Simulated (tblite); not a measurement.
C2H7ClSi4 (charge +1 and doublet state).
SMILES with atom numbers: `[CH+:1]=[C:2][Si@@H:3]1[SiH2:4][SiH2:5][Si@H:6]1[Cl:7]` (hydrogens: H8 on C1; H9 on Si3; H10, H11 on Si4; H12, H13 on Si5; H14 on Si6)

The geometry is computed with GFN2-xTB (gas phase). This method treats the open shell by occupation alone, without spin polarisation.

(1) List the bond lengths, angles and torsions at this level.

Answers

(1) 
```csv
bond,length (Å),order
C1=C2,1.206,double
C2–Si3,1.839,single
Si3–Si4,2.456,single
Si4–Si5,2.418,single
Si5–Si6,2.444,single
Si6–Cl7,2.005,single
Si3–Si6,2.505,single
C1–H8,1.054,single
Si3–H9,1.467,single
Si4–H10,1.467,single
Si4–H11,1.465,single
Si5–H12,1.465,single
Si5–H13,1.465,single
Si6–H14,1.462,single
```

Orders are formal, as drawn. A selection of angles:
```csv
angle,degrees
C2–C1–H8,179.5
C1–C2–Si3,179.3
C2–Si3–Si4,114.0
C2–Si3–Si6,110.0
C2–Si3–H9,103.8
Si4–Si3–Si6,89.0
Si4–Si3–H9,122.3
Si6–Si3–H9,117.6
Si3–Si4–Si5,90.6
Si3–Si4–H10,112.1
Si3–Si4–H11,114.1
Si5–Si4–H10,117.5
Si5–Si4–H11,118.5
H10–Si4–H11,104.1
Si4–Si5–Si6,91.3
Si4–Si5–H12,116.9
Si4–Si5–H13,116.9
Si6–Si5–H12,112.2
Si6–Si5–H13,115.4
H12–Si5–H13,104.4
Si5–Si6–Cl7,114.0
Si5–Si6–H14,121.4
Cl7–Si6–H14,106.4
Si3–Si6–Si5,88.9
Si3–Si6–Cl7,111.5
Si3–Si6–H14,114.0
```

Dihedral angles: C2–Si3–Si4–Si5 -108° (anticlinal); Si3–Si4–Si5–Si6 -4° (synperiplanar); Si4–Si5–Si6–Cl7 -109° (anticlinal); C2–Si3–Si6–Si5 112° (anticlinal).

The 4-membered ring Si3–Si4–Si5–Si6 has internal angles of 88.9° to 91.3° (sum 360°, against 360° for a flat polygon); it is slightly puckered (a soft mode that the optimisation may not have finished), 0.04 Å rms from its mean plane, widest ring torsion 4°. Si5 (silicon bonded to 2 Si and 2 H) has angles from 91.3° to 116.9°. Si4 (silicon bonded to 2 Si and 2 H) has angles from 90.6° to 118.5°. Si3 (silicon bonded to C, 2 Si and H) has angles from 89.0° to 122.3°. Si6 (silicon bonded to Cl, 2 Si and H) has angles from 88.9° to 121.4°. The 4 Si–Si bonds span 2.418 Å (Si4–Si5, drawn single in a drawing that doesn't fit all lengths) to 2.505 Å (Si3–Si6, drawn single in a drawing that doesn't fit all lengths), a spread of 0.087 Å.

Point group: C1 (no symmetry element, even within 0.4 Å). Its GFN2-xTB frequencies are all real (lowest 22 cm⁻¹).
